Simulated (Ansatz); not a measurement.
The same path of BClH5NOSi (10 atoms, charge 0, multiplicity 1) was run twice with different band settings. The coordinate that changes most is the dihedral B2–O3–Si4–Cl5.

All numbers below come from Ansatz 0.2.0, RKS r2SCANh-D4/def2-SVP.

Relaxed end points:

```xyz
10
Properties=species:S:1:pos:R:3
N -0.675 1.395 1.517
B -0.300 0.214 0.878
O 0.329 0.288 -0.349
Si 0.759 -0.900 -1.409
Cl -0.877 -1.453 -2.544
H -1.133 1.411 2.415
H -0.516 2.306 1.106
H -0.521 -0.857 1.400
H 1.784 -0.344 -2.320
H 1.234 -2.109 -0.692
```

```xyz
10
Properties=species:S:1:pos:R:3
N -0.638 1.495 1.437
B -0.071 0.904 0.308
O 0.074 -0.468 0.274
Si 0.562 -1.480 -0.932
Cl -1.059 -2.011 -2.098
H -0.769 2.491 1.528
H -0.961 0.952 2.226
H 0.295 1.591 -0.620
H 1.553 -0.816 -1.814
H 1.096 -2.709 -0.305
```

Common settings: movable images 9; climbing image yes; spring 5.0 eV/Å²; start path IDPP; force threshold 0.05 eV/Å; end points relaxed.

| run | optimiser | iteration limit | largest step |
| --- | --- | --- | --- |
| 1 | quadratic models (default) | 40 | default |
| 2 | fire | 51 | 0.02 Å |

**Question.** What does each run give, and how far can it be trusted?

**Answer.** Run 1: converged after 8 iterations, highest image 0.013 eV above the first end. A vibrational analysis at the climbing image gives no mode beyond 40i cm⁻¹: the surface is too flat there to confirm a saddle point.
Run 2: converged after 26 iterations, highest image 0.018 eV above the first end. The order of the stationary point at the top wasn't checked.
